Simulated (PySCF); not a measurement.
Isomers of C3H6O4S, one GFN2-xTB conformer each. Single-point energies are computed at wB97X-D/def2-SVPD (PySCF, gas phase, no added dispersion term), electronic only.

Question: Rank them by wB97X-D/def2-SVPD energy, lowest first (kJ/mol).
A. `[CH3:1][O:2][C@@H:3]1[CH2:4][O:5][S@@:6](=[O:7])[O:8]1` with C1–O2–C3–C4 -176°, O2–C3–C4–O5 -103°, C3–C4–O5–S6 10°, C4–O5–S6–O7 -137°, O5–S6–O8–C3 38°
B. `[CH3:1][C@H:2]1[CH2:3][O:4][S:5](=[O:6])(=[O:7])[O:8]1` with C1–C2–C3–O4 124°, C2–C3–O4–S5 -30°, C3–O4–S5–O6 157°, O4–S5–O8–C2 -41°

Answer: A (0.0), B (26.1).

GFN2-xTB itself gives, in the same order: 36.8, 0.0. GFN2-xTB puts C[C@H]1COS(=O)(=O)O1 lowest instead.

Which frontier levels, dipoles and rotational constants go with these structures?

```tsv
SMILES	HOMO (eV, wB97X-D/def2-SVPD)	LUMO (eV)	dipole (D)	A, B, C (MHz)
CO[C@@H]1CO[S@@](=O)O1	-9.92	1.26	4.21	3587, 1368, 1121
C[C@H]1COS(=O)(=O)O1	-10.93	1.82	5.46	3421, 1704, 1546
```
